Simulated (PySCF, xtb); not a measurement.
SnOBr2, SMILES [O]=[Sn]([Br])[Br].

GFN2-xTB (xtb) at its own geometry gives an orbital gap of 2.24 eV and a dipole moment of 0.72 D.

Coordinates come from a B3LYP-D3(BJ)/def2-SVP optimisation. The def2 effective core potentials stand for the cores of Sn; spin–orbit coupling is left out.

Task: What does PySCF with M06-2X/def2-TZVP give? (Estimate from the structure and the level; the computed values follow.)

Result: gap 6.98 eV (levels -9.94 and -2.96 eV), dipole 2.97 D.
